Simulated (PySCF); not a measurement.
Telling isomers of C6H8NOP apart by NMR

PySCF calculation with GIAO PBE0/pcSseg-1 shieldings and geometry: GFN2-xTB; one averaged value for each set of equivalent atoms, isolated molecule, one conformer, no relativistic terms.

References, each an isolated molecule treated in the same way: 1H and 13C vs TMS. Splittings of carbon signals by F and P are missing where no couplings were computed. Where no couplings were computed, multiplicities follow the n + 1 count of equivalent neighbours, and m marks all less simple cases (inequivalent or close neighbours, rings, F or P nearby). Shifts are as computed. Against solution values, carbons near 30 ppm lie about +3 ppm off and those near 130 ppm about +5 ppm. Of 1211 compounds with measured shifts, 218 miss one by over three times the rms of a fit or turn the order of signals round; such compounds aren't used in these exercises.

(1) Tabulate the signals of `C[P@@H](=O)c1ccccn1`, `CC(=O)c1pccn1C`, `COc1nccpc1C`, `COc1pcncc1C` and their relative energies.

(2) What is the quickest way to tell COc1nccpc1C from COc1pcncc1C?

(3) What is the quickest way to tell C[P@@H](=O)c1ccccn1 from COc1nccpc1C?

(4) What is the quickest way to tell C[P@@H](=O)c1ccccn1 from COc1pcncc1C?

Answers

(1) 
```tsv
SMILES	carbon types	δC	δH	E rel. (kcal/mol)
C[P@@H](=O)c1ccccn1	1×C 4×CH 1×CH3	164.5, 155.1, 142.3, 134.3, 130.1, 18.2	8.97 (m, 1H), 8.40 (m, 1H), 8.16 (m, 1H), 7.78 (m, 1H), 7.50 (m, 1H), 1.67 (m, 3H)	0.0
CC(=O)c1pccn1C	2×C 2×CH 2×CH3	195.4, 165.9, 141.5, 138.5, 42.5, 31.0	7.46 (m, 1H), 7.33 (m, 1H), 4.22 (s, 3H), 2.79 (s, 3H)	7.3
COc1nccpc1C	2×C 2×CH 2×CH3	169.3, 159.8, 155.1, 145.0, 55.6, 23.9	8.89 (m, 1H), 8.14 (m, 1H), 4.18 (s, 3H), 2.75 (m, 3H)	16.7
COc1pcncc1C	2×C 2×CH 2×CH3	209.4, 185.4, 155.5, 126.8, 59.2, 18.3	10.35 (m, 1H), 9.00 (m, 1H), 4.27 (s, 3H), 2.37 (s, 3H)	26.1
```

Energies are electronic energies at PBE0/pcSseg-1 on these geometries, without zero-point or thermal terms, each for the one conformer computed, which needn't be the lowest.

(2) Both give the same number of carbon signals, with the same numbers of each carbon type, so the positions decide. The first has an aromatic carbon bearing oxygen (C) at 169.3 ppm, the second an aromatic carbon bearing oxygen (C) at 209.4 ppm. In the proton spectra the most deshielded non-exchanging signals are 8.89 (m, 1H) and 10.35 (m, 1H).

(3) Both give the same number of carbon signals, but DEPT or the intensities differ. The first has an aromatic CH at 130.1 ppm, the second a methyl carbon bonded to O (CH3) at 55.6 ppm. Their most deshielded carbons lie at 164.5 and 169.3 ppm.

(4) Both give the same number of carbon signals, but DEPT or the intensities differ. The first has a substituted aromatic carbon next to a ring nitrogen (C) at 164.5 ppm, the second an aromatic carbon bearing oxygen (C) at 209.4 ppm. In the proton spectra the most deshielded non-exchanging signals are 8.97 (m, 1H) and 10.35 (m, 1H).
